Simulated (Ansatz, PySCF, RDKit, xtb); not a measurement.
Noncovalent pair: NH3 (SMILES N) (first 4 atoms) with C2H6O (SMILES CCO); geometry from B3LYP-D3(BJ)/def2-TZVP, rigid monomers moved along the line of their centres of mass till N1···H13 is 2.23 Å.
(charge 0, multiplicity 1):
```xyz
13

N      0.02759    -0.06640     0.46095
H     -0.92042    -0.34525     0.23492
H      0.27489     0.70252    -0.15197
H      0.63870    -0.84438     0.23991
C     -0.12605    -1.24601     4.51637
C     -0.50819     0.21808     4.33979
O      0.37587     0.91816     3.48641
H     -0.79817    -1.74408     5.22053
H      0.89490    -1.32850     4.89322
H     -0.17985    -1.77916     3.56386
H     -1.54382     0.28896     3.97667
H     -0.47465     0.72901     5.30494
H      0.26945     0.56814     2.58050
```

```tsv
level	interaction energy (meV)	cost
UFF	148.1	-
GFN-FF	-335.2	-
HF/aug-cc-pVDZ	-189.8	-
PBE/def2-TZVPPD	-259.3	×1
r2SCAN/def2-TZVPPD	-261.0	×2
r2SCAN-D3(BJ)/def2-TZVPPD	-276.0	×2
B3LYP/6-31G* (no counterpoise)	-343.3	-
B3LYP-D3(BJ)/def2-TZVPPD	-273.8	×1
PBE0-D4/def2-TZVPPD	-283.6	×1
wB97M-V/def2-TZVPPD	-266.5	×3
MP2/6-31G*	-290.4	-
SCS-MP2/aug-cc-pVDZ	-227.4	-
CCSD/aug-cc-pVDZ	-235.3	-
CCSD(T)/aug-cc-pVDZ	-246.9	×10
```

The rows run from -343.3 (B3LYP/6-31G* (no counterpoise)) to 148.1 meV (UFF). In aug-cc-pVDZ the value moves HF -189.8, CCSD -235.3, CCSD(T) -246.9, a shift of -57.2 from HF to CCSD(T). The dispersion term adds -14.9 in r2SCAN-D3(BJ). The 3 functionals in def2-TZVPPD without D3 or D4 span 7.2, from wB97M-V to PBE.

Interaction energies are E(AB) − E(A) − E(B) at the monomers' geometry in the complex; basis-set methods are counterpoise corrected. Rows marked so take none. RDKit's UFF carries no charges.

Correlated levels freeze the cores. Rows in 6-31G* carry no dispersion term and start afresh at each structure (6-31G* with six Cartesian d functions). MP2/6-31G* freezes PySCF's default core.

The values were computed with Ansatz (an electronic-structure program); PySCF for 6-31G* rows, the dispersion terms; RDKit for the force fields; xtb for the GFN methods. 

Costs are rough ratios of core time to PBE/def2-TZVPPD (about 14 s over the structures, on one shared machine); a dash marks a level with no comparable run of its own.
